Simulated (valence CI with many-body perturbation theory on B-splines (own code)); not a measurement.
Hyperfine factors and g values of Tm⁴⁷⁺

Level of theory: valence CI with perturbative core correlation (CI+MBPT): four valence electrons over a frozen Dirac-Fock core [Ar], radial functions for each j: 7 s, 7 p, 8 d, 6 f, 4 g, 1 h, with the one-electron correlation potential Σ1 (screened to all orders), the two-electron term Σ2, the three-electron term Σ3, Breit, model QED; selected single and double excitations, second order for the rest, scaled by the run's own slope (own B-spline code, finite nucleus).

The last digits are not significant, and no measured levels were compared; by estimate large intervals hold to a few tenths of a per cent, small ones and those within an open d or f shell to about a per cent. Excitations out of the core, of the other parity, are not computed and may begin above about 219 eV (a cautious bound); beyond it only levels of the ground parity were kept, without lifetimes. Only levels of the ground parity were solved; by the run's estimate the other parity begins above the list, which can be wrong where configurations are misplaced.

A/g_I is the dipole constant over the nuclear g factor μ/I (μ in nuclear magnetons, uniformly magnetised nucleus), B/Q the quadrupole constant per barn. Both hold the static response of the core; the bare values leave it out. Large factors of s and p1/2 electrons are usually good to 5 to 10 %; those of open d and f shells near neutrality can be off by tens of per cent, and small factors of p3/2, d and f electrons come from cancelling terms and can be off by a factor of two or in sign, in half-filled shells by more. B is blank for J = 1/2, where it vanishes, and for nearly pure S terms. Energies count from the lowest level. Levels with J = 0 are left out.

Levels are named by their leading jj configuration (3d3/2^4 stands for four electrons in 3d with j = 3/2), which in mixed levels can hold well under half, so a name can repeat and another be missing. Letters in brackets count levels of one name in rising energy.

```
                    Level  E (cm⁻¹)      g  A/g_I (MHz)  A/g_I bare  B/Q (MHz/b)  B/Q bare
      (3d3/2^3 3d5/2) J=1    355540  1.491        -4770       -3500        15200     15400
      (3d3/2^3 3d5/2) J=4    445130  1.070        48600       48800         4710      4660
      (3d3/2^3 3d5/2) J=2    461040  1.222        31600       32200        39800     40300
      (3d3/2^3 3d5/2) J=3    487970  1.134        43100       43500        31300     31700
(3d3/2^2 3d5/2^2) J=2 [a]    785470  1.238        16200       16900        27400     27700
(3d3/2^2 3d5/2^2) J=4 [a]    797180  1.145        39100       39500       -18100    -18400
(3d3/2^2 3d5/2^2) J=3 [a]    812000  1.161        32500       33000         6380      6450
    (3d3/2^2 3d5/2^2) J=5    841560  1.078        44400       44700        40000     40400
    (3d3/2^2 3d5/2^2) J=6    863220  1.071        47100       47400        49500     50000
    (3d3/2^2 3d5/2^2) J=1    874530  1.095        51000       51300         5700      5750
(3d3/2^2 3d5/2^2) J=3 [b]    902890  1.077        50000       50200        11400     11500
(3d3/2^2 3d5/2^2) J=4 [b]    903380  1.028        50600       50800       -14100    -14200
(3d3/2^2 3d5/2^2) J=2 [b]    916640  1.086        45200       45500        18400     18600
(3d3/2^2 3d5/2^2) J=2 [c]   1008500  0.980        61700       61700        -5120     -5210
(3d3/2^2 3d5/2^2) J=4 [c]   1046800  1.190        34300       34800        76700     77700
(3d3/2^2 3d5/2^2) J=2 [d]   1135800  1.151        42300       42700       -21900    -22100
  (3d3/2 3d5/2^3) J=4 [a]   1223600  1.150        33000       33500       -39100    -39600
  (3d3/2 3d5/2^3) J=3 [a]   1232200  1.177        26300       26800         2620      2700
  (3d3/2 3d5/2^3) J=1 [a]   1269800  0.966        44600       44700        20700     20900
      (3d3/2 3d5/2^3) J=5   1274500  1.136        38500       38900       -27000    -27300
      (3d3/2 3d5/2^3) J=6   1280300  1.076        43900       44100        55000     55700
  (3d3/2 3d5/2^3) J=2 [a]   1336900  1.059        49000       49300        38500     38900
  (3d3/2 3d5/2^3) J=3 [b]   1351800  1.088        43000       43300        12300     12500
  (3d3/2 3d5/2^3) J=3 [c]   1461000  1.055        47700       47900        62500     63200
  (3d3/2 3d5/2^3) J=1 [b]   1465000  1.411        10100       11200       -31100    -31400
  (3d3/2 3d5/2^3) J=4 [b]   1468200  1.044        48100       48300        55000     55700
  (3d3/2 3d5/2^3) J=2 [b]   1499300  1.106        42800       43100       -75800    -76700
            (3d5/2^4) J=4   1710700  1.157        32300       32800       -53500    -54200
            (3d5/2^4) J=2   1792000  1.082        34500       34800        34500     34900
```

(1) Take the isotope of mass number 169, with I = 1/2, μ = -0.231 μN. What is the hyperfine structure of (3d3/2^2 3d5/2^2) J=5?

Answers

(1) From the table A = -20500 MHz. Shifts from the centre of gravity in MHz: F = 9/2: 61500, F = 11/2: -51200.
